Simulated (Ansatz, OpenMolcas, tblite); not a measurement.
## SiH3Br (SMILES [SiH3]Br): the HOMO–LUMO gap, rung by rung

The species is SiH3Br (5 atoms), meant as a singlet with charge 0. SMILES: `[SiH3]Br`. The shape is that of a PBE0-D4/def2-TZVP optimisation.

Each level gives the HOMO–LUMO gap (eV). The values are calculated.

| level | kind | program | value (eV) | CPU time |
| --- | --- | --- | --- | --- |
| GFN2-xTB | semi-empirical | tblite | 5.67 | under 2 s |
| HF/def2-TZVP | Hartree–Fock | OpenMolcas | 14.26 | 15 s |
| SVWN5/def2-TZVP | LDA | OpenMolcas | 5.82 | 26 s |
| BLYP/def2-TZVP | GGA | Ansatz | 5.94 | 4.6 s |
| M06-L/def2-TZVP | meta-GGA | OpenMolcas | 6.88 | 42 s |
| r2SCAN0/def2-TZVP | hybrid meta-GGA | Ansatz | 8.60 | 12 s |
| CAM-B3LYP/def2-TZVP | range-separated hybrid | Ansatz | 10.46 | 7.5 s |
| PBE-QIDH/def2-TZVP | double hybrid | Ansatz | 11.88 | 8.7 s |

All-electron rows without a relativistic Hamiltonian named are non-relativistic. The values span 5.67 to 14.26 eV. Orbital gaps aren't excitation energies, and those of double hybrids come from the SCF part alone; they tend to grow with the share of exact exchange. CPU times are rough (shared hosts, several kinds of processor): they show what a rung costs within a factor of a few.
